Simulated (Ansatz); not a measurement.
`C/C=C(\F)[SeH]` and `C=C(F)[SeH]` differ in one atom or group.

Ansatz, PBE0-D4/def2-TZVP geometries, multiplicity 1. Each molecule was computed in one conformer, which needn't be the lowest.

Scalar relativity is left out up to krypton.

```tsv
property	`C/C=C(\F)[SeH]`
HOMO energy (PBE0/def2-TZVPP) / eV	-6.75
LUMO energy (ωB97M-V/def2-TZVPP) / eV	1.78
HOMO energy (ωB97M-V/def2-TZVPP) / eV	-8.92
size of the dipole moment (B3LYP/def2-TZVPP) / D	1.31
LUMO energy (PBE/def2-TZVPP) / eV	-1.14
LUMO energy (PBE0/def2-TZVPP) / eV	-0.22
```

Q: What does the change do to each property? (Best estimate.)

A: Computed: 
| property | `C=C(F)[SeH]` | shift |
| --- | --- | --- |
| HOMO energy (PBE0/def2-TZVPP) / eV | -6.94 | -0.19 |
| LUMO energy (ωB97M-V/def2-TZVPP) / eV | 1.62 | -0.16 |
| HOMO energy (ωB97M-V/def2-TZVPP) / eV | -9.09 | -0.17 |
| size of the dipole moment (B3LYP/def2-TZVPP) / D | 0.86 | -0.45 |
| LUMO energy (PBE/def2-TZVPP) / eV | -1.35 | -0.21 |
| LUMO energy (PBE0/def2-TZVPP) / eV | -0.41 | -0.19 |

Dipoles are sizes alone; their direction can turn.

B3LYP here is the variant with VWN-RPA as its local correlation; programs differ in this.

Spin–orbit coupling is left out; it splits and shifts lone-pair levels of the heavy atoms by tenths of an eV.
